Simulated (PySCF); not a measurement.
C5H9F3S2.
Structure used (PBE0-D3(BJ)/def2-SVP), in Å, numbered top down from 1:
```
atom  x, y, z in Å
C1    -2.253    1.062   -0.338
C2    -1.755    0.312    0.881
S3    -1.429   -1.456    0.604
C4     0.054   -1.419   -0.440
C5     1.366   -1.564    0.314
S6     1.745   -0.264    1.527
C7     2.205    1.068    0.398
F8     2.736    2.054    1.108
F9     3.090    0.680   -0.519
F10    1.159    1.569   -0.274
H11   -2.494    2.104   -0.074
H12   -3.154    0.590   -0.755
H13   -1.489    1.099   -1.131
H14   -2.516    0.308    1.678
H15   -0.851    0.772    1.304
H16    0.045   -0.513   -1.063
H17   -0.040   -2.274   -1.129
H18    2.220   -1.643   -0.377
H19    1.351   -2.478    0.927
```

The calculation used PBE0-D3(BJ)/def2-SVP geometry optimisation, gas phase in PySCF.

Take the most abundant isotopes and a rigid rotor. The values belong to one conformer with, in the numbering `[CH3:1][CH2:2][S:3][CH2:4][CH2:5][S:6][C:7]([F:8])([F:9])[F:10]`, C1–C2–S3–C4 71°, C2–S3–C4–C5 95°, S3–C4–C5–S6 -62°, C4–C5–S6–C7 -75°.

Question: What are A, B and C (GHz)?

Answer: Ia = 339.54, Ib = 806.13, Ic = 943.78 u·Å²; 505379 MHz·u·Å²/I gives 1488, 626.9 and 535.5 MHz, that is A = 1.4884, B = 0.6269, C = 0.5355 GHz.

Question: What kind of rotor is it?

Answer: An asymmetric top. Ray's parameter κ = (2B − A − C)/(A − C) = -0.808; −1 is the prolate and +1 the oblate limit.

Question: Is it planar, by Δ = Ic − Ia − Ib?

Answer: Not planar: Δ = Ic − Ia − Ib = -201.89 u·Å². For a rigid frame Δ = −2 Σ m c², so Σ m c² = 100.94 u·Å² lies off the ab plane: 12.71 from hydrogen and 88.23 from heavier atoms. The atom farthest from that plane is 1.82 Å away.

Question: Where do the levels up to J = 4 lie, in MHz?

Answer: Above 0(0,0):
J = 1: 1(0,1) 1162, 1(1,1) 2024, 1(1,0) 2115
J = 2: 2(0,2) 3480, 2(1,2) 4257, 2(1,1) 4532, 2(2,1) 7116, 2(2,0) 7123
J = 3: 3(0,3) 6940, 3(1,3) 7603, 3(1,2) 8152, 3(2,2) 10603, 3(2,1) 10638, 3(3,1) 15144, 3(3,0) 15144
J = 4: 4(0,4) 11523, 4(1,4) 12057, 4(1,3) 12969, 4(2,3) 15248, 4(2,2) 15349, 4(3,2) 19806, 4(3,1) 19809, 4(4,1) 26145, 4(4,0) 26145
The levels of one J sum to (2J + 1)J(J + 1)(A + B + C)/3.

Question: Which types of transition are allowed, and where do some lines up to J = 3 fall?

Answer: The dipole components are |μa| = 0.19 D, |μb| = 0.33 D, |μc| = 0.99 D. The squared components, which scale the intensities, stand as 0.04 : 0.11 : 1.00 (a : b : c). Some lines, for components of 0.1 D or more:

```tsv
type	branch	J(Ka,Kc)	MHz	lower level (cm⁻¹)
c	Q	3(1,3) ← 3(0,3)	663	0.232
b	Q	3(1,2) ← 3(0,3)	1211	0.232
b	R	2(0,2) ← 1(1,1)	1456	0.068
a	R	2(0,2) ← 1(0,1)	2318	0.039
c	Q	2(2,1) ← 2(1,1)	2585	0.151
b	Q	2(2,1) ← 2(1,2)	2859	0.142
a	R	3(1,3) ← 2(1,2)	3346	0.142
c	R	2(1,1) ← 1(0,1)	3369	0.039
a	R	3(1,2) ← 2(1,1)	3620	0.151
b	R	3(1,3) ← 2(0,2)	4123	0.116
c	Q	3(3,1) ← 3(2,1)	4506	0.355
b	Q	3(3,1) ← 3(2,2)	4540	0.354
c	R	3(1,2) ← 2(0,2)	4671	0.116
c	R	3(2,2) ← 2(1,2)	6346	0.142
c	R	3(3,0) ← 2(2,0)	8021	0.238
b	R	3(3,0) ← 2(2,1)	8028	0.237
```

Not checked by PBE0-D3(BJ)/def2-SVP frequencies. No vibrational averaging or centrifugal distortion is included, and the geometry carries the error of its method. A rigid rotor knows nothing of internal rotation, which can split or shift real lines.
